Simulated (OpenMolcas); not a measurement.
AlGeNH4O (SMILES [NH2][GeH]1[O][AlH]1): methods side by side

The species is AlGeNH4O (8 atoms), meant as a singlet with charge 0. As SMILES, `[NH2][GeH]1[O][AlH]1`. The coordinates come from a PBE0-D4/def2-TZVP relaxation. This is one conformer, not always the lowest.

```xyz
8

N    -1.0007    1.3304    0.5144
Ge    0.2391    0.0001    0.6269
O     1.1775   -0.3460   -0.9835
Al    0.4315   -1.8569   -0.7691
H    -0.6626    2.2764    0.6119
H    -1.6821    1.2712   -0.2261
H     1.2379    0.5119    1.6854
H     0.3517   -3.2441   -1.5156
```

Each level gives the dipole moment (D). The values are calculated.

```
                              level           kind     program  value (D)  CPU time
    HF/6-31G* (spherical functions)   Hartree–Fock  OpenMolcas       1.83      17 s
  BLYP/6-31G* (spherical functions)            GGA  OpenMolcas       1.20      47 s
   PBE/6-31G* (spherical functions)            GGA  OpenMolcas       1.15      48 s
revPBE/6-31G* (spherical functions)            GGA  OpenMolcas       1.15      50 s
  TPSS/6-31G* (spherical functions)       meta-GGA  OpenMolcas       1.23      60 s
 B3LYP/6-31G* (spherical functions)  global hybrid  OpenMolcas       1.34      53 s
 BHLYP/6-31G* (spherical functions)  global hybrid  OpenMolcas       1.57      45 s
  PBE0/6-31G* (spherical functions)  global hybrid  OpenMolcas       1.32      49 s
```

All-electron rows without a relativistic Hamiltonian named are non-relativistic. The values span 1.15 to 1.83 D. Magnitudes only. CPU times are rough (shared hosts, several kinds of processor and program).
